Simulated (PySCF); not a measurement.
Two species compared at the same levels of theory.

First species: C7H11PS.
Structure used (GFN2-xTB), in Å, numbered top down from 1:
```xyz
20
C7H11PS angstrom
C      3.8696   -0.5068    0.1289
C      2.4533   -0.0697    0.3007
P      1.9280    1.1978    1.3257
C      0.2298    0.9876    0.8923
C     -0.0971    0.0204    0.0028
C     -1.4733   -0.3183   -0.4946
C     -2.3668   -0.7673    0.6636
C     -2.0878    0.8765   -1.2268
S      1.2348   -0.9024   -0.6028
H      4.5217    0.1002    0.7534
H      4.1844   -0.4053   -0.9105
H      3.9900   -1.5538    0.4102
H     -0.5229    1.6225    1.3336
H     -1.3792   -1.1489   -1.2028
H     -1.9241   -1.6160    1.1802
H     -2.4983    0.0407    1.3788
H     -3.3446   -1.0611    0.2896
H     -3.0610    0.6075   -1.6306
H     -1.4471    1.1914   -2.0473
H     -2.2148    1.7156   -0.5473
```

Second species: 2,3,3-trimethyl-1-pentene, C8H16.
Cartesian coordinates in Å at the GFN2-xTB level; atoms count from 1:
```
atom  x, y, z in Å
C1     1.0677    0.0248    1.9279
C2     0.9301    0.1831    0.6202
C3     1.8656    1.1025   -0.1151
C4    -0.1211   -0.5358   -0.2117
C5     0.5835   -1.4297   -1.2460
C6    -1.0150   -1.4414    0.6414
C7    -1.0037    0.4817   -0.9642
C8    -1.6960    1.4904   -0.0550
H9     1.8367    0.5498    2.4717
H10    0.4440   -0.6167    2.5223
H11    2.4313    0.5587   -0.8693
H12    2.5709    1.5536    0.5787
H13    1.3227    1.9024   -0.6146
H14    1.2959   -2.0879   -0.7529
H15    1.1124   -0.8395   -1.9894
H16   -0.1492   -2.0440   -1.7651
H17   -1.7828   -1.8912    0.0148
H18   -1.5064   -0.8842    1.4330
H19   -0.4316   -2.2419    1.0895
H20   -0.3920    1.0186   -1.6912
H21   -1.7597   -0.0702   -1.5278
H22   -0.9710    2.0068    0.5696
H23   -2.4174    1.0014    0.5936
H24   -2.2266    2.2286   -0.6528
```

Levels: PBE0/pcSseg-1 for dipole moment, HOMO energy, LUMO energy and HOMO–LUMO gap; GFN2-xTB for rotational constant A and rotational constant C. Geometries: GFN2-xTB. Each species is one conformer at its optimised geometry, gas phase, non-relativistic unless stated. Electronic properties by PySCF.

The conformers computed, where there is a choice (atom-mapped SMILES and torsion angles):
- `[CH3:1][c:2]1[p:3][cH:4][c:5]([CH:6]([CH3:7])[CH3:8])[s:9]1`: C4–C5–C6–C7 -62°
- `[CH2:1]=[C:2]([CH3:3])[C:4]([CH3:5])([CH3:6])[CH2:7][CH3:8]`: C1–C2–C4–C5 -118°, C2–C4–C7–C8 -57°

**Question.** Which of the two has the higher HOMO–LUMO gap, and by how much?

**Answer.** The second: 7.75 eV against 5.36 eV, a difference of 2.39 eV.

**Question.** Which has the higher LUMO energy?

**Answer.** The second: 0.67 eV against -1.09 eV, a difference of 1.76 eV.

**Question.** Which has the higher dipole moment?

**Answer.** The first: 1.57 D against 0.47 D, a difference of 1.10 D.

**Question.** Which has the higher HOMO energy?

**Answer.** The first: -6.45 eV against -7.08 eV, a difference of 0.63 eV.

**Question.** Which has the higher rotational constant C?

**Answer.** The second: 1.596 GHz against 0.659 GHz, a difference of 0.937 GHz.

**Question.** Which has the higher rotational constant A?

**Answer.** The first: 2.319 GHz against 2.115 GHz, a difference of 0.204 GHz.

On the first: A dipole of 1.57 D is allowed in Cs, and pure rotational transitions are dipole-allowed. The dipole matches unit charges of opposite sign 0.33 Å apart (1 e·Å = 4.8032 D).

On the second: The dipole matches unit charges of opposite sign 0.10 Å apart (1 e·Å = 4.8032 D). A dipole of 0.47 D is allowed in C1, and pure rotational transitions are dipole-allowed.
